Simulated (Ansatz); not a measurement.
Cost and result up the ladder for Li6Cl5 (the lowest doublet isomer of a short search) (11 atoms). Charge 0, multiplicity 2. Geometry: r2SCAN-D4/def2-SVP.

```xyz
11

Li   -0.1993   -2.0457    0.9245
Li    2.2760   -0.6544    0.2195
Li    0.8272    1.2588    1.9761
Li   -1.9407    1.0929   -0.3453
Li    0.7638    2.0713   -0.8833
Li   -0.5728   -1.0541   -1.8202
Cl   -0.7574    1.1696   -2.3716
Cl    1.1647   -2.2957   -0.9696
Cl   -0.6969    2.5646    0.9301
Cl    1.2443   -0.9346    2.3460
Cl   -2.1089   -1.1725   -0.0061
```

Ansatz on 4 threads of Arm Neoverse V2 on a shared host. Times are rough, and most runs start from the orbitals of an earlier one. CAM-B3LYP-D4/def2-TZVP serves as the yardstick here, not as an exact answer. Differences are given only for rows in sets of like size (and for xTB, whose basis is part of the method), since another set adds its own error. Binding counts from free atoms at the same level (Li doublet, Cl doublet; other spins of the atoms weren't run), without zero-point energy or a counterpoise term.

Correlated methods freeze 25 core orbitals; core or outer-core shells of Li are correlated, in sets that lack core-valence functions. The rows differ in basis, and correlated rows in double-zeta sets carry the largest basis error. The structure comes from a short search, and lower isomers may exist.

Correlated methods converge slowly with the basis, most of all in double-zeta sets.

```json
{"level": "HF/STO-3G", "functions": "75", "wall time": "0.55 s", "binding energy per atom (eV)": "2.99", "difference from CAM-B3LYP-D4/def2-TZVP (eV)": "–"}
{"level": "PBE-D4/def2-SVP", "functions": "144", "wall time": "5.5 s", "binding energy per atom (eV)": "3.10", "difference from CAM-B3LYP-D4/def2-TZVP (eV)": "–"}
{"level": "PBE0-D4/def2-SVP", "functions": "144", "wall time": "7.5 s", "binding energy per atom (eV)": "3.07", "difference from CAM-B3LYP-D4/def2-TZVP (eV)": "–"}
{"level": "PBE-D4/def2-TZVP (with forces)", "functions": "269", "wall time": "8.5 s", "binding energy per atom (eV)": "2.95", "difference from CAM-B3LYP-D4/def2-TZVP (eV)": "-0.01"}
{"level": "MP2/def2-TZVP", "functions": "269", "wall time": "9 s", "binding energy per atom (eV)": "2.91", "difference from CAM-B3LYP-D4/def2-TZVP (eV)": "-0.04"}
{"level": "CAM-B3LYP-D4/def2-TZVP", "functions": "269", "wall time": "13 s", "binding energy per atom (eV)": "2.96", "difference from CAM-B3LYP-D4/def2-TZVP (eV)": "0.00"}
{"level": "B2PLYP/def2-TZVP", "functions": "269", "wall time": "16 s", "binding energy per atom (eV)": "2.90", "difference from CAM-B3LYP-D4/def2-TZVP (eV)": "-0.06"}
{"level": "PBE0-D4/def2-TZVP", "functions": "269", "wall time": "17 s", "binding energy per atom (eV)": "2.93", "difference from CAM-B3LYP-D4/def2-TZVP (eV)": "-0.03"}
{"level": "r2SCAN-D4/def2-TZVP", "functions": "269", "wall time": "17 s", "binding energy per atom (eV)": "2.98", "difference from CAM-B3LYP-D4/def2-TZVP (eV)": "0.02"}
{"level": "BHLYP-D4/def2-TZVP", "functions": "269", "wall time": "22 s", "binding energy per atom (eV)": "2.90", "difference from CAM-B3LYP-D4/def2-TZVP (eV)": "-0.05"}
{"level": "CCSD(T)/def2-SVP", "functions": "144", "wall time": "1.7 min", "binding energy per atom (eV)": "2.89", "difference from CAM-B3LYP-D4/def2-TZVP (eV)": "–"}
```
